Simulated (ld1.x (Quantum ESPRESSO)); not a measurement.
u(r) = r·R(r): atom against pseudo-atom (Cr)

Columns: radius, all-electron u(r) and pseudo u(r) of the 3d shell (level -15.90 eV) of chromium in the configuration [Ar] 3d4.5 4s0 4p0; PBE, scalar-relativistic, ultrasoft scheme, ld1.x (Quantum ESPRESSO) 7.5.

| r (bohr) | all-electron | pseudo |
| --- | --- | --- |
| 0.160 | 0.1334 | 0.0045 |
| 0.320 | 0.4320 | 0.0341 |
| 0.480 | 0.6714 | 0.1039 |
| 0.640 | 0.8041 | 0.2134 |
| 0.800 | 0.8481 | 0.3463 |
| 0.960 | 0.8358 | 0.4765 |
| 1.120 | 0.7933 | 0.5779 |
| 1.280 | 0.7369 | 0.6331 |
| 1.440 | 0.6756 | 0.6391 |
| 1.600 | 0.6143 | 0.6071 |
| 1.760 | 0.5555 | 0.5553 |
| 1.920 | 0.5002 | 0.5003 |
| 2.080 | 0.4491 | 0.4491 |
| 2.240 | 0.4021 | 0.4021 |
| 2.400 | 0.3592 | 0.3592 |
| 2.560 | 0.3202 | 0.3202 |
| 2.720 | 0.2849 | 0.2849 |
| 2.880 | 0.2531 | 0.2531 |
| 3.040 | 0.2244 | 0.2244 |
| 3.200 | 0.1987 | 0.1987 |
| 3.360 | 0.1756 | 0.1756 |
| 3.520 | 0.1550 | 0.1550 |
| 3.680 | 0.1366 | 0.1366 |
| 3.840 | 0.1202 | 0.1202 |
| 4.000 | 0.1056 | 0.1056 |
| 4.160 | 0.0927 | 0.0927 |

Problem. How many radial nodes do the two functions have?

Solution. The all-electron 3d function has n − l − 1 = 0; the pseudo-wave has 0.

Problem. At about which radius was the pseudo-wave matched?

Solution. 1.95 bohr. The columns agree to 0.0005 from 1.76 bohr on; several derivatives are matched, so the curves merge somewhat inside the radius.

Problem. Is the pseudo-wave norm-conserving?

Solution. No, it belongs to an ultrasoft set: the norm inside the radius is not constrained, and the difference is carried by the augmentation charge.
